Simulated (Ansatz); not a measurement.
Born–Oppenheimer molecular dynamics of H₇N₃Si (11 atoms, charge 0, multiplicity 1). It starts from a relaxed structure.

Level of theory: RKS PBE-D4/STO-3G in Ansatz 0.2.0.

* ensemble: NVT, Nosé–Hoover chain
* time step: 0.5 fs
* steps asked: 250
* set temperature: 700 K
* thermostat: time constant 100 fs, chain length 3 (defaults)
* seed: 725447

First frame:

```xyz
11
Properties=species:S:1:pos:R:3
Si 0.033 -0.021 0.011
H 0.134 -0.086 1.462
N 1.676 0.308 -0.649
H 2.316 -0.444 -0.250
H 1.665 0.046 -1.681
N -1.105 1.309 -0.411
H -0.936 1.561 -1.433
H -0.741 2.181 0.080
N -0.588 -1.607 -0.576
H -1.491 -1.790 -0.042
H -0.958 -1.458 -1.564
```

Question: How far do the bonds stretch over the last three quarters of this one trajectory? (Pairs bonded in most of those frames.)

Answer: 
| bond | mean (Å) | spread (Å) | shortest | longest |
| --- | --- | --- | --- | --- |
| Si1–H2 | 1.464 | 0.053 | 1.38 | 1.55 |
| Si1–N3 | 1.803 | 0.038 | 1.74 | 1.87 |
| Si1–N6 | 1.819 | 0.064 | 1.72 | 1.94 |
| Si1–N9 | 1.801 | 0.053 | 1.73 | 1.89 |
| N3–H4 | 1.075 | 0.045 | 0.99 | 1.16 |
| N3–H5 | 1.074 | 0.037 | 1.01 | 1.14 |
| N6–H7 | 1.068 | 0.031 | 1.01 | 1.12 |
| N6–H8 | 1.066 | 0.018 | 1.03 | 1.11 |
| N9–H10 | 1.064 | 0.024 | 1.02 | 1.11 |
| N9–H11 | 1.066 | 0.024 | 1.02 | 1.11 |

Mean temperature of the second half: 423 K. The conserved energy stayed within 0.72 meV per atom of its start (net change 0.44 meV per atom), so the integration is sound. The mean temperature of the second half is 40 % below the set value. A run of 0.12 ps of so small a system gives no equilibrium averages. Limits of this set-up: minimal basis.

Run time: 2.9 min on 1 thread of AMD EPYC 9R45 96-Core Processor (Zen 5), with other jobs on the host, peak memory 0.11 GiB.
